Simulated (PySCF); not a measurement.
C₂H₃AlBrCl (SMILES C=[CH][Al]([Cl])[Br]), singlet, at a GFN2-xTB geometry (such geometries of metal compounds can be far from the true shape).

Input for PySCF:
```python
from pyscf import gto, scf, dft, solvent

mol = gto.M(
    atom='''
Al    0.431108    0.122013   -0.533880
Cl    1.493457    1.816522   -0.841883
Br   -0.905282   -0.026991    1.286794
C     0.442295   -1.467628   -1.699161
C    -0.296181   -2.537074   -1.406647
H     1.052832   -1.497668   -2.601872
H    -0.314532   -3.426162   -2.022882
H    -0.923312   -2.570311   -0.525735
''',
    basis='6-31g',
    charge=0,
    spin=0,
    verbose=4,
)

mf = dft.RKS(mol)
mf.xc = 'pbe0'
mf.kernel()
```

Problem. What does this run give for the dipole moment, nuclear repulsion energy, total energy, Mulliken (on the basis functions themselves) charges in atom order, HOMO-LUMO gap, HOMO energy?

Solution. 
The dipole moment comes out as 2.92 D and the nuclear repulsion energy comes out as 426.3773 Eh. The total energy comes out as -3353.783179 Ha. The Mulliken (on the basis functions themselves) charges in atom order is Al1 0.73, Cl2 -0.27, Br3 -0.26, C4 -0.45, C5 -0.29, H6 0.18, H7 0.18, H8 0.19 and the HOMO-LUMO gap is 6.57 eV. The HOMO energy is -8.45 eV.
